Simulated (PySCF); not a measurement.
Simulated absorption spectrum

Compound: C6H13P2 (charge +1).
SMILES with atom numbers: `[CH3:1][C:2]1=[CH:3][CH2:4][P@+:5]([CH3:6])([PH2:7])[CH2:8]1` (hydrogens: H9, H10, H11 on C1; H12 on C3; H13, H14 on C4; H15, H16, H17 on C6; H18, H19 on P7; H20, H21 on C8)

Level of theory: PySCF, TDDFT CAM-B3LYP/def2-SVPD, vertical, gas phase, core orbitals frozen in the response. The structure is a single PBE0-D3(BJ)/def2-SVP conformer in the gas phase; no vibrational or solvent corrections.

Broadening: Gaussians 0.25 eV wide at half height, area fixed by f = 4.319×10⁻⁹ ∫ε dν̃. The width is an assumption, not a result. The curve ends short of the highest state used, and states not computed would add to its high-energy end.

(E (eV), ε (L mol⁻¹ cm⁻¹)): (5.87, 7), (5.93, 45), (5.99, 209), (6.05, 700), (6.11, 1706), (6.17, 3019), (6.24, 3932), (6.30, 3540), (6.36, 2585), (6.42, 2408), (6.48, 4305), (6.54, 8717), (6.60, 14525), (6.66, 19219), (6.72, 20369), (6.78, 17294), (6.84, 11676), (6.90, 6471), (6.96, 3810), (7.02, 3974), (7.08, 5871), (7.14, 7825), (7.20, 8494), (7.26, 7665)

Q: Locate the maxima and give the states behind the curve.

A: 198 nm (6.25 eV), ε about 3900, made up of S1 (100%); 185 nm (6.71 eV), ε about 20000, made up of S2 (45%) and S3 (55%); 172 nm (7.19 eV), ε about 8500, made up of S5 (74%) and S6 (22%) (ε in L mol⁻¹ cm⁻¹; maxima over ε = 5, shares over 10%). The states used: S1 6.25 eV (f 0.036); S2 6.64 eV (f 0.104); S3 6.76 eV (f 0.118); S4 7.01 eV (f 0.0044); S5 7.16 eV (f 0.061); S6 7.30 eV (f 0.027); S7 7.38 eV (f 0.011); S8 7.69 eV (f 0.025); S9 7.76 eV (f 0.040); S10 7.86 eV (f 0.031).

Q: What would ε be at 6.71 eV, the highest of these maxima, with half the width (0.125 eV)?

A: About 26100 L mol⁻¹ cm⁻¹ against 20500, a factor of about 1.3; a lone state at its own centre would give exactly 2.

Q: On this curve, what absorbance would a 10⁻³ mol/L sample give at 193 nm over a 1 cm path?

A: 193 nm is 6.424 eV, where ε is about 2500 L mol⁻¹ cm⁻¹, so A = ε c l ≈ 2.5 (Beer–Lambert, with the gas-phase spectrum and the assumed width).

Q: Coming from long wavelengths, where does ε first pass 100 L mol⁻¹ cm⁻¹?

A: At about 208 nm (5.96 eV), 0.29 eV below S1.

All these states lie below the vertical ionisation energy of 13.13 eV (ΔSCF).
